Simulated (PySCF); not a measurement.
Q: Write a Z-matrix for InChI=1S/C8H7NS/c10-7-1-2-8-6(5-7)3-4-9-8/h1-5,9-10H as optimised with GFN2-xTB.

A: 
Z-matrix in Å and degrees, rows numbered from 1:
```
S 
C   1  1.7747
C   2  1.4020  1  116.89
C   3  1.3758  2  121.04  1  -179.99
C   4  1.3897  3  117.73  2     0.06
N   5  1.3651  4  130.86  3  -180.00
C   6  1.3670  5  108.99  4  -179.91
C   7  1.3609  6  109.99  5    -0.04
C   5  1.4164  4  121.64  3    -0.00
C   2  1.3784  1  121.33  3  -179.93
H   1  1.3315  2   96.10  3   179.58
H   3  1.0792  2  118.59  1    -0.03
H   4  1.0799  3  120.90  2  -179.93
H   6  1.0056  5  125.52  4    -0.04
H   7  1.0734  6  120.65  5   179.92
H   8  1.0715  7  126.74  6   179.90
H  10  1.0802  2  121.49  1    -0.12
```

The C–C distances run from 1.361 Å (C7–C8, aromatic) to 1.422 Å (C8–C9, aromatic), a spread of 0.061 Å. N6 (pyrrole-type nitrogen) is planar (angles 125.5°, 125.5° and 109.0°, sum 360.0°, 0.00 Å off the plane of its three neighbours). The 5-membered ring C5–N6–C7–C8–C9 has internal angles of 106.6° to 110.0°; it is planar, 0.00 Å rms from its mean plane, widest ring torsion 0°. The 10 heavy atoms lie in one plane (0.001 Å rms).

The geometry is computed with GFN2-xTB (gas phase).

Point group: Cs (tolerance 0.08 Å). No GFN2-xTB frequencies stand behind this structure, so it isn't proved a minimum. One conformer, not necessarily the lowest (H–S1–C2–C3 180°).
